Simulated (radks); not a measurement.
Coherent X-ray form factor from a spherical all-electron density. Calculated with a radial shooting solver on a logarithmic mesh with Libxc functionals: scalar-relativistic Kohn-Sham, LDA (Slater exchange, Perdew-Wang correlation), spin-polarised, spherical densities, finite nucleus; Fermi nuclear charge, rms radius of each element as measured or else 0.836 A^(1/3) + 0.57 fm.

| sin(theta)/lambda (1/angstrom) | f0 (electrons) |
|---|---|
| 0.05 | 14.823 |
| 0.1 | 14.321 |
| 0.15 | 13.564 |
| 0.2 | 12.652 |
| 0.25 | 11.686 |
| 0.3 | 10.749 |
| 0.4 | 9.154 |
| 0.5 | 8.000 |
| 0.6 | 7.171 |
| 0.8 | 5.919 |
| 1 | 4.804 |
| 1.25 | 3.595 |
| 1.5 | 2.702 |
| 2 | 1.745 |

The species is in the configuration that NIST lists as its ground one. Which atom or ion scatters so?

Answer. The potassium ion K4+, [Ne] 3s2 3p3. Extrapolating in s^2 from the first two rows gives f0(0) = 15.0, near the electron count 15; among species with that count, the fall with angle is slower the higher Z, and the table is that of Z = 19; from so few rows the species is fixed only to a neighbour or two.
